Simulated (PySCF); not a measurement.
# Computed records: FH₅OSi₂, FH₃O₂Si, H₅O₂Si₂, ClH₃OSi₂ and others

All values are calculated (PySCF 2.14.0). Calculation on a computer-drawn molecule: the log of a Hartree-Fock and frozen-core CCSD(T) single point meant for a local Hartree-Fock minimum, with one planted fault or none, to be diagnosed. Offsets are logged minus clean, where the clean run is the same molecule without the fault. The reference is restricted for singlets and unrestricted otherwise, and also for a bond in bohr or an excited solution. Adding or removing an electron swaps singlet and doublet. The excited solution moves the top pair (singlet) or top alpha electron (doublet) to the lowest empty orbital. Highest occupied and lowest empty are orbital energies over both spins, largest force is the largest gradient component, triples share is (T) over the correlation energy, the T1 limit is 0.02 restricted and 0.045 unrestricted, electrons count all cores, a negative frequency is imaginary (commonest isotopes), and the dipole is about the centre of nuclear charge.

Common to all runs: meant charge 0; meant basis cc-pV(D+d)Z; logged SCF converged yes; possible faults no fault, one electron removed, one electron added, multiplicity raised by two, geometry at a saddle point, SCF held on an excited solution, minimal basis STO-3G, one bond length entered in bohr, all coordinates scaled.

(1) FH₅OSi₂

Logged structure:
```xyz
9
FH5OSi2
O     -2.3398    -0.0881    -0.1554
Si    -1.7767     1.2162    -0.9691
F     -0.9106     2.1388     0.0420
Si    -0.3853     0.4384    -2.6954
H     -2.9377     0.0243     0.5695
H     -2.8879     2.0814    -1.4098
H      0.1890     1.5914    -3.4285
H      0.7116    -0.3811    -2.1322
H     -1.1812    -0.3818    -3.6388
```

| Property | Result |
| --- | --- |
| meant multiplicity | 1 |
| logged electrons | 50 |
| logged basis functions | 99 |
| logged spin squared | 0 |
| logged highest occupied | -3.2318 eV |
| logged lowest empty | -5.0893 eV |
| logged largest force | 0.05848 hartree/bohr |
| logged CC converged | no |
| logged dipole magnitude | 1.9865 debye |
| logged SCF stable within its kind | no |
| logged energy HF | -754.58123 hartree |
| planted fault | SCF held on an excited solution |
| HF energy offset from clean run | 385.6 kcal/mol |

Drawn bonds:
| atom | other atom | order |
| --- | --- | --- |
| 1 | 2 | 1 |
| 2 | 3 | 1 |
| 2 | 4 | 1 |
| 1 | 5 | 1 |
| 2 | 6 | 1 |
| 4 | 7 | 1 |
| 4 | 8 | 1 |
| 4 | 9 | 1 |

Notes: CCSD not converged.

(2) FH₃O₂Si

Logged structure:
```xyz
7
FH3O2Si
O     -2.7465    -1.9901     0.0518
Si    -2.1786    -1.7507     1.5586
O     -0.6051    -2.1238     1.6022
F     -2.4153    -0.1976     1.9056
H     -3.5324    -1.5463    -0.2302
H     -2.8598    -2.5249     2.5874
H     -0.0359    -1.8489     0.8984
```

| Item | Value |
| --- | --- |
| meant multiplicity | 1 |
| logged electrons | 41 |
| logged basis functions | 80 |
| logged spin squared | 0.7584 |
| logged highest occupied | -20.133 eV |
| logged lowest empty | -9.1499 eV |
| logged largest force | 0.15254 hartree/bohr |
| logged T1 diagnostic | 0.046297 |
| logged D1 diagnostic | 0.31502 |
| logged triples share | 0.020508 |
| logged CC converged | yes |
| logged dipole magnitude | 6.173 debye |
| logged SCF stable within its kind | yes |
| logged energy HF | -539.60625 hartree |
| logged energy CCSD(T) | -540.26277 hartree |
| planted fault | one electron removed |
| HF energy offset from clean run | 264.1 kcal/mol |
| CCSD(T) energy offset from clean run | 283.4 kcal/mol |

Drawn bonds:
| atom | other atom | order |
| --- | --- | --- |
| 1 | 2 | 1 |
| 2 | 3 | 1 |
| 2 | 4 | 1 |
| 1 | 5 | 1 |
| 2 | 6 | 1 |
| 3 | 7 | 1 |

Notes: T1 above single-reference limit.

(3) H₅O₂Si₂

Logged structure:
```xyz
9
H5O2Si2
O      0.6883    -1.6642     2.5866
Si     1.2753    -0.5036     1.5745
O      0.3162    -0.2377     0.2609
Si     1.2587     1.4867     2.7978
H      0.8338    -2.5775     2.3907
H      2.6020    -0.9548     1.0855
H      0.3723    -0.8126    -0.4873
H      1.7023     2.6657     2.0151
H      2.0295     1.4094     4.0625
```

| Property | Result |
| --- | --- |
| meant multiplicity | 2 |
| logged electrons | 49 |
| logged basis functions | 99 |
| logged spin squared | 0.8116 |
| logged highest occupied | -2.166 eV |
| logged lowest empty | -1.4205 eV |
| logged largest force | 0.042484 hartree/bohr |
| logged CC converged | no |
| logged dipole magnitude | 2.6538 debye |
| logged SCF stable within its kind | no |
| logged energy HF | -730.34478 hartree |
| planted fault | SCF held on an excited solution |
| HF energy offset from clean run | 141 kcal/mol |

Drawn bonds:
| atom | other atom | order |
| --- | --- | --- |
| 1 | 2 | 1 |
| 2 | 3 | 1 |
| 2 | 4 | 1 |
| 1 | 5 | 1 |
| 2 | 6 | 1 |
| 3 | 7 | 1 |
| 4 | 8 | 1 |
| 4 | 9 | 1 |

Notes: CCSD not converged.

(4) ClH₃OSi₂

Logged structure:
```xyz
7
ClH3OSi2
O      0.4261    -3.0896    -0.6516
Si     0.1496    -1.7195     0.2100
Si    -1.4116    -1.8809     2.0123
Cl    -0.9525    -0.3533    -0.9535
H     -0.9470    -4.1208    -1.1485
H      1.4808    -1.1355     0.4214
H     -0.8449    -0.6395     2.6654
```

| Item | Value |
| --- | --- |
| meant multiplicity | 1 |
| logged electrons | 56 |
| logged basis functions | 98 |
| logged spin squared | 1.2282 |
| logged highest occupied | -9.458 eV |
| logged lowest empty | 0.12041 eV |
| logged largest force | 0.026177 hartree/bohr |
| logged T1 diagnostic | 0.080545 |
| logged D1 diagnostic | 0.33807 |
| logged triples share | 0.034832 |
| logged CC converged | yes |
| logged dipole magnitude | 2.1379 debye |
| logged SCF stable within its kind | yes |
| logged energy HF | -1113.89049 hartree |
| logged energy CCSD(T) | -1114.438 hartree |
| planted fault | one bond length entered in bohr, row 4 of the drawn bonds |
| HF energy offset from clean run | 84.29 kcal/mol |
| CCSD(T) energy offset from clean run | 92.82 kcal/mol |

Drawn bonds:
| atom | other atom | order |
| --- | --- | --- |
| 1 | 2 | 1 |
| 2 | 3 | 1 |
| 2 | 4 | 1 |
| 1 | 5 | 1 |
| 2 | 6 | 1 |
| 3 | 7 | 1 |

Notes: T1 above single-reference limit.

(5) CH₆OSi₂

Logged structure:
```xyz
10
CH6OSi2
O      0.1789    -1.8953     0.8961
Si     0.3460    -0.2956     0.6429
C     -0.4405     0.6543    -0.5081
Si    -0.1514     2.4685    -0.6827
H     -0.4182    -2.3969     0.3596
H      1.3248     0.1848     1.6159
H     -1.1539     0.1891    -1.1853
H      0.3652     2.8353    -2.0268
H      0.8486     2.9079     0.3255
H     -1.3889     3.2643    -0.4740
```

| Quantity | Value |
| --- | --- |
| meant multiplicity | 1 |
| logged electrons | 48 |
| logged basis functions | 104 |
| logged spin squared | 0 |
| logged highest occupied | -2.6046 eV |
| logged lowest empty | -3.1 eV |
| logged largest force | 0.18274 hartree/bohr |
| logged CC converged | no |
| logged dipole magnitude | 7.1034 debye |
| logged SCF stable within its kind | no |
| logged energy HF | -693.65519 hartree |
| planted fault | SCF held on an excited solution |
| HF energy offset from clean run | 277.5 kcal/mol |

Drawn bonds:
| atom | other atom | order |
| --- | --- | --- |
| 1 | 2 | 1 |
| 2 | 3 | 2 |
| 3 | 4 | 1 |
| 1 | 5 | 1 |
| 2 | 6 | 1 |
| 3 | 7 | 1 |
| 4 | 8 | 1 |
| 4 | 9 | 1 |
| 4 | 10 | 1 |

Notes: CCSD not converged.

(6) BFH₃OSi

Logged structure:
```xyz
7
BFH3OSi
O     -1.7126     2.1880    -0.1655
Si    -1.3566     1.1160    -1.3731
B      0.1033    -0.2228    -1.0449
F      0.4520    -0.5380     0.2067
H     -1.7256     1.8713     0.7259
H     -1.2646     1.8971    -2.6216
H      0.6038    -0.8581    -1.9319
```

| Item | Value |
| --- | --- |
| meant multiplicity | 2 |
| logged electrons | 39 |
| logged basis functions | 27 |
| logged spin squared | 0.7611 |
| logged highest occupied | -5.1894 eV |
| logged lowest empty | 5.8186 eV |
| logged largest force | 0.046242 hartree/bohr |
| logged T1 diagnostic | 0.022473 |
| logged D1 diagnostic | 0.099053 |
| logged triples share | 0.040951 |
| logged CC converged | yes |
| logged dipole magnitude | 1.1458 debye |
| logged SCF stable within its kind | yes |
| logged energy HF | -483.5966 hartree |
| logged energy CCSD(T) | -483.76103 hartree |
| planted fault | minimal basis STO-3G |
| HF energy offset from clean run | 3840 kcal/mol |
| CCSD(T) energy offset from clean run | 4100 kcal/mol |

Drawn bonds:
| atom | other atom | order |
| --- | --- | --- |
| 1 | 2 | 1 |
| 2 | 3 | 1 |
| 3 | 4 | 1 |
| 1 | 5 | 1 |
| 2 | 6 | 1 |
| 3 | 7 | 1 |

(7) H₅O₂Si₂

Logged structure:
```xyz
9
H5O2Si2
O      0.6568     2.5520    -2.5992
Si     0.7741     2.4165    -0.9635
O      0.2060     0.9615    -0.4585
Si    -1.0193    -0.0793    -0.1179
H      1.0603     1.8966    -3.1513
H      2.1901     2.4954    -0.5292
H     -2.2471     0.6712     0.2223
H     -0.6247    -0.9218     1.0280
H     -1.2833    -0.9389    -1.2907
```

| Quantity | Value |
| --- | --- |
| meant multiplicity | 2 |
| logged electrons | 49 |
| logged basis functions | 33 |
| logged spin squared | 0.7539 |
| logged highest occupied | -5.8082 eV |
| logged lowest empty | 6.2713 eV |
| logged largest force | 0.038121 hartree/bohr |
| logged T1 diagnostic | 0.015885 |
| logged D1 diagnostic | 0.085967 |
| logged triples share | 0.029592 |
| logged CC converged | yes |
| logged dipole magnitude | 0.73687 debye |
| logged SCF stable within its kind | yes |
| logged energy HF | -721.79054 hartree |
| logged energy CCSD(T) | -721.97073 hartree |
| planted fault | minimal basis STO-3G |
| HF energy offset from clean run | 5531 kcal/mol |
| CCSD(T) energy offset from clean run | 5795 kcal/mol |

Drawn bonds:
| atom | other atom | order |
| --- | --- | --- |
| 1 | 2 | 1 |
| 2 | 3 | 1 |
| 3 | 4 | 1 |
| 1 | 5 | 1 |
| 2 | 6 | 1 |
| 4 | 7 | 1 |
| 4 | 8 | 1 |
| 4 | 9 | 1 |

(8) H₅O₂Si₂

Structure as in entry 7.

| Property | Result |
| --- | --- |
| meant multiplicity | 2 |
| logged electrons | 49 |
| logged basis functions | 99 |
| logged spin squared | 0.7533 |
| logged highest occupied | -9.136 eV |
| logged lowest empty | 1.9934 eV |
| logged largest force | 2.658e-06 hartree/bohr |
| logged lowest frequency | 26.288 cm⁻¹ |
| logged T1 diagnostic | 0.01391 |
| logged D1 diagnostic | 0.051639 |
| logged triples share | 0.021354 |
| logged CC converged | yes |
| logged dipole magnitude | 0.97245 debye |
| logged SCF stable within its kind | yes |
| logged energy HF | -730.6045 hartree |
| logged energy CCSD(T) | -731.20559 hartree |
| planted fault | withheld |

Drawn bonds:
| atom | other atom | order |
| --- | --- | --- |
| 1 | 2 | 1 |
| 2 | 3 | 1 |
| 3 | 4 | 1 |
| 1 | 5 | 1 |
| 2 | 6 | 1 |
| 4 | 7 | 1 |
| 4 | 8 | 1 |
| 4 | 9 | 1 |

Q: Which fault was planted in the run of H₅O₂Si₂ (entry 8)?
A: no fault

Further results for H₅O₂Si₂ (entry 8):

| Item | Value |
| --- | --- |
| HF energy offset from clean run | 0 kcal/mol |
| CCSD(T) energy offset from clean run | 0 kcal/mol |
